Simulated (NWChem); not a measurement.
System: CH₅Ga; SMILES [GaH2][CH3]

NWChem input:

```
start job
memory heap 200 mb stack 900 mb global 1100 mb
geometry units angstroms noautosym nocenter noautoz
  Ga    -0.005966     0.411189     0.005289
  H     -1.351150     1.185663     0.281840
  H      1.304545     1.239660    -0.275781
  C      0.000916    -1.556079    -0.001022
  H     -0.501135    -1.949044     0.897579
  H      1.012431    -1.982076    -0.060357
  H     -0.577406    -1.918873    -0.867893
end
basis spherical
  Ga library def2-svpd
  H library def2-svpd
  C library def2-svpd
end
dft
  xc b3lyp
  iterations 150
end
property
  response 1 0.0
end
task dft property
```

Geometry: optimised at PBE0/def2-SVP.

Static field.

**Question.** What results follow from this input? (B3LYP/def2-SVPD.) Quantities: isotropic polarisability (bohr³); anisotropy (bohr³).

**Answer.** The isotropic polarisability (bohr³) comes out as 45.3 and the anisotropy (bohr³) is 16.1.
